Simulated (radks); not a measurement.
Results of a calculation; reference values are marked as such.
Bi5+, configuration [Xe] 4f14 5d10. Level of theory: Dirac Kohn-Sham, LDA (Slater exchange, Perdew-Wang correlation), spin-unpolarised, spherical densities, point nucleus (a radial shooting solver on a logarithmic mesh with Libxc functionals).

Spin-orbit splittings of the eigenvalues, e(l+1/2) - e(l-1/2), with zeta = 2 splitting/(2l+1) and mean radii in bohr:

| shell | occ. | splitting (eV) | zeta (eV) | <r> j=l-1/2 | <r> j=l+1/2 |
|---|---|---|---|---|---|
| 2p | 6 | 2318 | 1545 | 0.05390 | 0.06294 |
| 3p | 6 | 518.9 | 345.9 | 0.1616 | 0.1781 |
| 3d | 10 | ? | ? | 0.1545 | 0.1595 |
| 4p | 6 | 128.1 | 85.43 | 0.3778 | 0.4128 |
| 4d | 10 | 23.92 | 9.567 | 0.4162 | 0.4273 |
| 4f | 14 | 5.499 | 1.571 | 0.4379 | 0.4440 |
| 5p | 6 | 25.06 | 16.71 | 0.8820 | 0.9701 |
| 5d | 10 | 3.198 | 1.279 | 1.173 | 1.208 |

Estimate the 3d splitting.

Answer. 110.1 eV (zeta = 44.02 eV).
